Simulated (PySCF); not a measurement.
Two-component Hartree-Fock for B⁺ (boron, charge +1)

Start: [He] 2s1 2p1; 2s1/2 filled at m_j = +1/2; 2p3/2 filled at m_j = +3/2. Calculated with PySCF 2.14 in x2c-TZVPall-2c (5s3p2d1f, 31 functions): generalised Hartree-Fock with the X2C-1e Hamiltonian and a Gaussian nucleus; one run each with spin-orbit coupling (SO) switched off, then screened by Boettger's factors. This is a chosen level, not necessarily the ground level.

```tsv
spinor shell	electrons	ε, spin-free (eV)	ε, screened SO (eV)	weight of nominal j (screened SO)	rms radius, screened SO (bohr)
1s1/2	2	-221.98	-221.98	1.000	0.379
2s1/2	1	-26.656	-26.657	0.999	1.91
2p3/2	1	-20.485	-20.484	1.000	1.98
```

```
   quantity  spin-free  screened SO
E (hartree)  -24.12643    -24.12638
        M_J          2            2
       ⟨J²⟩      6.003        6.003
       ⟨L²⟩      2.003        2.003
       ⟨S²⟩      2.000        2.000
```

Each row is a mean over spinors that exchange with the open shell spreads, by up to 2.007 eV (1s1/2).

Without spin-orbit coupling the j labels of p, d and f shells carry no meaning; the spin-free column gives the mean over the occupied spinors of each nl shell.
